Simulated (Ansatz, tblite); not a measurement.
Isomers of Re₄ (singlet), found by a short tight-binding search and relaxed with PBE-D4/def2-SVP in Ansatz.

In the def2 sets Re takes a core potential; there is no spin–orbit coupling. The xTB rows come from tblite. B3LYP takes the VWN-RPA correlation.

Run but left out: HF/def2-TZVP, MP2/def2-TZVP, CCSD/def2-TZVP, CCSD(T)/def2-TZVP (flagged by the program: other amplitudes); BHLYP-D4/def2-TZVP (A: restricted singlet, unstable in another Hartree–Fock run and untested here).

A: The restricted singlet is unstable towards broken spin symmetry in Hartree–Fock (as tested in another run); at PBE-D4/def2-TZVP, r2SCAN-D4/def2-TZVP, B3LYP-D4/def2-TZVP, PBE0-D4/def2-TZVP this wasn't settled. B: The restricted singlet is unstable towards broken spin symmetry in Hartree–Fock (as tested in another run); at PBE-D4/def2-TZVP, r2SCAN-D4/def2-TZVP, B3LYP-D4/def2-TZVP, PBE0-D4/def2-TZVP this wasn't settled.

Other spin states were run for one of them alone.

For A, a triplet lies 0.19 eV below this singlet at PBE0-D4/def2-TZVP. The order below holds within this spin alone and isn't that of the ground states.

A:

```xyz
4

Re    1.5720    0.2245   -0.2064
Re   -0.2838    1.4736   -0.5588
Re    0.2838   -1.4736    0.5587
Re   -1.5720   -0.2244    0.2065
```

B:

```xyz
4

Re   -1.1584   -0.7361    1.0162
Re    1.0512   -0.2171    0.9227
Re   -0.6702   -0.3704   -1.1905
Re    0.7774    1.3236   -0.7484
```

Q: Estimate which lies lowest at each level, and how far above it the others are (kcal/mol).

A: 
| level | A | B |
| --- | --- | --- |
| GFN1-xTB | 32.2 | 0.0 |
| GFN2-xTB | 0.0 | 3.0 |
| PBE-D4/def2-TZVP | 0.0 | 19.7 |
| r2SCAN-D4/def2-TZVP | 0.0 | 16.4 |
| B3LYP-D4/def2-TZVP | 0.0 | 17.9 |
| PBE0-D4/def2-TZVP | 0.0 | 15.5 |
Point groups (tolerance 0.1 Å): A D4h, B C2v. A and B have the same bonds, so they are conformers or stereoisomers. Lower isomers may exist.
